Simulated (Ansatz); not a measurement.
This geometry of Cl$_{3}$FH$_{2}$OW (8 atoms, charge 0, multiplicity 1) is a first-order saddle point.

Theory: RKS BLYP-D4/def2-SVP (Ansatz 0.2.0).

```xyz
8
Properties=species:S:1:pos:R:3
W -0.114 0.097 -0.248
F 0.346 -0.090 1.986
H 1.121 0.009 1.169
Cl 0.495 2.315 -0.001
Cl -2.192 -0.054 0.702
Cl 0.635 -2.087 -0.397
O -0.173 0.265 -2.136
H 0.678 0.337 -2.633
```

(1) Which two structures does it join? (They come from a converged band through this point; their orientation in space is the band's.)

(2) How far does it lie above each of them?

## Answers

(1) Bonds broken: W1–F2, W1–H3. Bonds formed: F2–H3. Cl3FH2OW becomes Cl3HOW + FH.

Initial state:

```xyz
8
Properties=species:S:1:pos:R:3
W -0.001 0.046 0.078
F 0.015 0.251 1.947
H 1.687 -0.197 0.313
Cl 0.577 2.316 0.101
Cl -2.341 -0.332 0.230
Cl 0.322 -2.279 0.057
O 0.149 0.194 -1.776
H 0.391 0.793 -2.507
```

Final state:

```xyz
8
Properties=species:S:1:pos:R:3
W -0.274 0.116 -0.473
F 0.597 -0.132 2.149
H 1.233 -0.011 1.441
Cl 0.296 2.300 -0.008
Cl -2.203 -0.064 0.746
Cl 0.430 -2.078 -0.434
O -0.115 0.304 -2.338
H 0.833 0.357 -2.641
```

(2) 37.7 kcal/mol above the first and 1.5 kcal/mol above the second. This is the barrier of this one path; another mechanism may lie lower. The orbitals stay closed-shell, which can raise the energy where a bond breaks towards radicals; this wasn't checked here.

Run time: 5.7 min on 4 threads of Arm Neoverse V2, with other jobs on the host, peak memory 0.28 GiB.
